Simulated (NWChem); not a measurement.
System: CH5GeNO, singlet; SMILES C[O][Ge][NH2]

The following NWChem deck was run.

```
start job
memory heap 200 mb stack 900 mb global 1100 mb
geometry units angstroms noautoz
  Ge     0.444023    -0.692291     0.059525
  O      0.690987     1.114321     0.110562
  C     -0.320106     2.089074     0.052273
  H     -1.044904     2.010941     0.899100
  H      0.141665     3.098970     0.104772
  H     -0.910638     2.042898    -0.895220
  N     -1.399875    -0.726750    -0.078453
  H     -2.036935     0.074861    -0.112787
  H     -1.908194    -1.613535    -0.133246
end
basis spherical
  Ge library sto-3g
  O library sto-3g
  C library sto-3g
  H library sto-3g
  N library sto-3g
end
dft
  xc hfexch
  iterations 150
  mulliken
end
task dft energy
```

Low-valent species are run as closed-shell singlets; no triplet was tried in these runs. Geometry: optimised at PBE-D3(BJ)/def2-SVP.

Task: Give the results of this calculation. (Hartree-Fock/STO-3G.) Quantities: basis functions; energy (Ha); highest occupied level (eV); orbital gap (eV); dipole (D).

Result: 
| Quantity | Result |
|---|---|
| number of basis functions | 38 |
| energy (Ha) | -2219.65 |
| highest occupied level (eV) | -6.91 |
| orbital gap (eV) | 12.90 |
| dipole (D) | 1.75 |
